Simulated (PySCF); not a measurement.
## EPR parameters of C6H8F

Species: C6H8F (doublet state).
Structure used (GFN2-xTB), in Å, numbered top down from 1:
```xyz
15
C6H8F angstrom
C      2.2158    0.1772    0.0135
C      0.7290    0.0381    0.0158
C     -0.1574    0.9270   -0.5542
F      0.1733    2.0601   -1.2024
C     -1.5820    0.5226   -0.3924
C     -1.4654   -0.7985    0.3889
C      0.0048   -0.9932    0.5829
H      2.5930    0.2147    1.0339
H      2.6740   -0.6762   -0.4834
H      2.5108    1.0858   -0.5049
H     -2.1520    1.2798    0.1536
H     -2.0729    0.3918   -1.3610
H     -1.9870   -0.7483    1.3492
H     -1.9051   -1.6349   -0.1624
H      0.4165   -1.8379    1.1008
```

As a line formula: `[CH]1C(C)=C(F)CC1` [radical].

Theory: UKS B3LYP, pcH-1 on C F H, non-relativistic, mean-field spin-orbit, GIAO (PySCF 2.14.0). Geometry: GFN2-xTB; no solvent, vibrations or thermal averaging. GFN2-xTB frequencies show an imaginary mode (38i cm⁻¹), so this geometry is no minimum at that level. Couplings are sensitive to structure, and on GFN2-xTB geometries they can be far from those on DFT ones. The SCF solution wasn't tested for stability. ⟨S²⟩ is 0.774 where a pure state has 0.75.

```
g1, g2, g3 : 2.00210, 2.00359, 2.00404
g_iso      : 2.00324
Form of g  : rhombic: the two nearest values differ by 23 % of g3 − g1
⟨S²⟩       : 0.7741 (exact 0.7500)
```

Isotropic coupling and dipolar principal values T1 to T3, in MHz; ρ(0) is the spin density at the nucleus:

| atom | isotope | a_iso | T1 | T2 | T3 | Mulliken spin population | ρ(0) (bohr⁻³) |
| --- | --- | --- | --- | --- | --- | --- | --- |
| C1 | 13C | 5.0 | -0.9 | -0.1 | 1.0 | 0.01 | 0.0045 |
| C2 | 13C | -47.4 | -27.0 | 12.5 | 14.5 | -0.23 | -0.0422 |
| C3 | 13C | 62.3 | -51.9 | -51.5 | 103.5 | 0.54 | 0.0554 |
| F4 | 19F | 89.1 | -155.2 | -126.8 | 282.1 | 0.04 | 0.0212 |
| C5 | 13C | -19.7 | -0.5 | -0.2 | 0.7 | -0.05 | -0.0175 |
| C6 | 13C | -20.6 | -0.8 | 0.2 | 0.6 | -0.05 | -0.0183 |
| C7 | 13C | 56.7 | -54.3 | -52.5 | 106.9 | 0.68 | 0.0505 |
| H8 | 1H | -16.1 | -1.9 | -1.0 | 3.0 | -0.01 | -0.0036 |
| H9 | 1H | -16.1 | -1.9 | -1.0 | 3.0 | -0.01 | -0.0036 |
| H10 | 1H | -2.2 | -2.0 | -1.5 | 3.5 | 0.00 | -0.0005 |
| H11 | 1H | 66.5 | -3.5 | -1.9 | 5.4 | 0.03 | 0.0149 |
| H12 | 1H | 66.3 | -3.5 | -1.9 | 5.4 | 0.03 | 0.0148 |
| H13 | 1H | 67.9 | -3.9 | -2.1 | 6.0 | 0.02 | 0.0152 |
| H14 | 1H | 68.1 | -3.9 | -2.1 | 6.0 | 0.02 | 0.0152 |
| H15 | 1H | -44.9 | -26.7 | 0.3 | 26.4 | -0.03 | -0.0100 |

Largest spin populations (Mulliken): C7 (+0.68), C3 (+0.54) and C2 (-0.23). The positive populations add up to 1.38 and the negative ones to -0.38, together 2S = 1. The angles at C7 add up to 360.0°, so it is planar; its axial dipolar tensor and the negative coupling of its proton fit spin in a p orbital normal to that plane.

Axes: g2 points within 2° of the C2–C7 bond.

Under fast tumbling the dipolar parts average out, and these isotropic splittings remain: 1 × 19F (F4, I = 1/2, 2 lines) with 3.18 mT, 2 × 1H (H13/H14, I = 1/2, 3 lines) with 2.43 mT, 2 × 1H (H11/H12, I = 1/2, 3 lines) with 2.37 mT, 1 × 1H (H15, I = 1/2, 2 lines) with 1.60 mT and 3 × 1H (H8/H9/H10, I = 1/2, 4 lines) with 0.41 mT.

Nuclei that the bonding pattern makes equivalent are averaged, as if the motion that swaps them (rotation, inversion, ring flip) were fast. The three 1H nuclei of mean -11.5 MHz run from -16.1 to -2.2 MHz in the frozen geometry.

The 13C coupling of C3 (62.3 MHz) shows only in satellite lines or after enrichment, since that isotope makes up about 1.07 % of natural carbon.
